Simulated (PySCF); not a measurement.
Isomers of C2H4N2. Isolated molecules, 0 K electronic values unless said otherwise. One relaxed conformer stands for each flexible species; it need not be the lowest. Strings in code marks are SMILES.

All values below come from PBE-D3(BJ)/def2-TZVP // B3LYP-D3(BJ)/def2-TZVP (PySCF). All candidates: neutral, multiplicity 1. 

```
Quantity          Value
-------------  --------
HOMO           -4.73 eV
HOMO–LUMO gap   4.98 eV
```

Task: Name which member has these values.
A. `NC#CN`
B. `N=C=CN`
C. `CN=C=N`
D. `[H]/N=C\C=N/[H]` (N–C–C–N torsion 180°)

Result: A, `NC#CN`. The others give `[H]/N=C\C=N/[H]` (N–C–C–N torsion 180°): -6.25 eV, 3.15 eV; `N=C=CN`: -4.59 eV, 3.13 eV; `CN=C=N`: -6.31 eV, 5.98 eV
